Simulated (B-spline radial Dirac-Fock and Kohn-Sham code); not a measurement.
**Run log: Ga²⁺**

ΔSCF core binding energies without Breit or QED terms, calculated with a B-spline atomic structure program. Keys: rel is the Hamiltonian (dirac, or spin-free x2c and nr, where L3 and M5 stand for the whole 2p and 3d shells), method is hf or an exchange,correlation pair (spin-unpolarised, also for the hole states), nuc the nuclear model, radius_factor scales its radius, rmax is the box in bohr, h the logarithmic mesh step, order the B-spline order, points the quadrature points per cell, c_factor scales the speed of light, and damp, ndamp, maxit and tol steer the iteration. The run stops when the commutator error falls below 10·tol·max(1, Z/10), or the numerical noise floor, and the energy has settled to about 1e-8 Ha; the virial ratio is −V/T.

Input (task.json):

```json
{"items": [{"Z": 31, "q": 2, "cfg": [[1, 0, 2], [2, 0, 2], [2, 1, 6], [3, 0, 2], [3, 1, 6], [3, 2, 10], [4, 0, 1]], "A": 69, "rrms": 3.9973, "do": "settings", "holes": ["K", "L3", "M5"],
  "settings": [{"rel": "dirac", "method": "hf", "nuc": "fermi", "radius_factor": 1.0, "rmax": 45.0, "h": 0.3, "order": 8, "points": 10, "c_factor": 1.0, "maxit": 60, "damp": 0.5, "ndamp": 3, "tol": 1e-08, "cfg": "1s2 2s2 2p6 3s2 3p6 3d10 4s3"}]}]}
```

Command: `python xray2_run.py task.json out`

The program stops without a result: overfilled shell.

Task: One setting is unsound. Which, and why?

Result: cfg puts more electrons in a shell than it can hold. With the default settings (Dirac Hartree-Fock): The ground state converged in 9 iterations, with total energy -1941.67408 Ha, virial ratio 1.98003 and highest orbital energy -29.73 eV. ΔSCF binding energies: K (1s) 10418.8 eV, L3 (2p3/2) 1148.5 eV, M5 (3d5/2) 46.88 eV.
